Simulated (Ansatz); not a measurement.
Correlation energies of `C[CH2][Ga]([Cl])[O]C(C)C` by basis set

| atom | x (Å) | y (Å) | z (Å) |
| --- | --- | --- | --- |
| C1 | -1.365 | 0.694 | 2.920 |
| C2 | 0.138 | 0.798 | 2.693 |
| Ga3 | 0.711 | 0.325 | 0.886 |
| Cl4 | 2.803 | 0.330 | 0.337 |
| O5 | -0.496 | -0.121 | -0.333 |
| C6 | -0.332 | -0.501 | -1.686 |
| C7 | 0.275 | 0.622 | -2.505 |
| C8 | 0.456 | -1.791 | -1.805 |
| H9 | -1.923 | 1.346 | 2.245 |
| H10 | -1.730 | -0.322 | 2.754 |
| H11 | -1.627 | 0.975 | 3.944 |
| H12 | 0.501 | 1.813 | 2.882 |
| H13 | 0.693 | 0.153 | 3.380 |
| H14 | -1.350 | -0.684 | -2.056 |
| H15 | -0.310 | 1.537 | -2.387 |
| H16 | 0.291 | 0.363 | -3.567 |
| H17 | 1.303 | 0.819 | -2.190 |
| H18 | 1.487 | -1.647 | -1.471 |
| H19 | 0.482 | -2.135 | -2.843 |
| H20 | -0.004 | -2.574 | -1.198 |

Charge 0, multiplicity 1. Correlated methods include outer-core shells of Ga, which these sets cover unevenly. Scalar relativity is left out up to krypton. Geometry: relaxed with PBE0-D4/def2-TZVP. It is one conformer, not always the lowest. Frozen core, restricted reference, Ansatz.

```
     basis      HF (Eh)  MP2 corr.  CCSD corr.       (T)  CCSD(T) total
  def2-SVP  -2653.44344   -1.24868           ?         ?              ?
def2-TZVPP  -2654.15346   -1.53034           ?  -0.06536              ?
def2-QZVPP            ?   -1.87152           –         –              –
```

Fill in the withheld values. (Best estimate.)

The calculation gave: def2-SVP CCSD corr.: -1.32218; def2-SVP (T): -0.03926; def2-SVP CCSD(T) total: -2654.80488; def2-TZVPP CCSD corr.: -1.59572; def2-TZVPP CCSD(T) total: -2655.81454; def2-QZVPP HF (Eh): -2654.21905.
